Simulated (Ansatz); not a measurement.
`C[S][Sn]([F])([S]C)[S]C` at its PBE0-D4/def2-TZVP geometry, where that method's forces vanish. The species carries charge 0 and has multiplicity 1. Sn takes the def2 core potential.

```xyz
17

C    -0.7062    1.3130    1.8392
S    -1.3127    1.1248    0.1324
Sn    0.2940   -0.4787   -0.5956
F    -0.2635   -0.7518   -2.4194
S     0.1403   -2.5355    0.5746
C    -1.6403   -2.8379    0.3397
S     2.5097    0.3660   -0.5858
C     2.2169    1.8810   -1.5534
H    -0.7631    0.3729    2.3874
H     0.3150    1.6928    1.8589
H    -1.3632    2.0404    2.3158
H    -1.8832   -3.6966    0.9654
H    -2.2344   -1.9831    0.6622
H    -1.8605   -3.0771   -0.6993
H     3.1435    2.4526   -1.5023
H     1.4087    2.4746   -1.1269
H     1.9991    1.6427   -2.5930
```

(1) What forces (eV/Å) does B3LYP-D4/def2-TZVPP give on these atoms in Ansatz? (An estimate is asked.)

## Answers

(1) Computed: 
```
C1   0.081  0.058  0.311
S2  -0.281  0.153 -0.189
Sn3  0.066 -0.011  0.103
F4  -0.108 -0.052 -0.349
S5   0.263 -0.193  0.169
C6  -0.322 -0.089 -0.015
S7   0.306 -0.142  0.150
C8  -0.014  0.288 -0.167
H9   0.014  0.073 -0.019
H10 -0.069 -0.028  0.021
H11  0.051 -0.046 -0.010
H12 -0.008  0.053 -0.048
H13  0.024 -0.073 -0.030
H14 -0.007  0.017  0.074
H15 -0.066 -0.019 -0.019
H16  0.061 -0.028 -0.048
H17  0.009  0.037  0.066
```

B3LYP here is the variant with VWN-RPA as its local correlation; programs differ in this.
